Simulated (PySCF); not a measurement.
CdGeH4. Atoms are numbered in the order given.

```xyz
6

Cd     0.0000     0.0000    -1.0611
H      0.0000     0.0000    -2.7525
Ge     0.0000     0.0000     1.4834
H      1.2351    -0.7131     2.0724
H      0.0000     1.4261     2.0724
H     -1.2351    -0.7131     2.0724
```

Coordinates come from a PBE0-D3(BJ)/def2-TZVP optimisation. The def2 effective core potentials stand for the cores of Cd; spin–orbit coupling is left out.

The numbers are results of PBE0/def2-TZVPD (PySCF), not measurements.

Mulliken values depend strongly on the basis, most of all with diffuse functions as here. ESP charges are fitted to the potential on shells at 1.4 to 2.0 van der Waals radii. Atomic charges (e):

```
atom  ESP fit  Mulliken
----  -------  --------
Cd1      0.51      0.22
H2      -0.28     -0.10
Ge3     -0.24     -0.33
H4       0.00      0.07
H5       0.00      0.07
H6       0.00      0.07
```
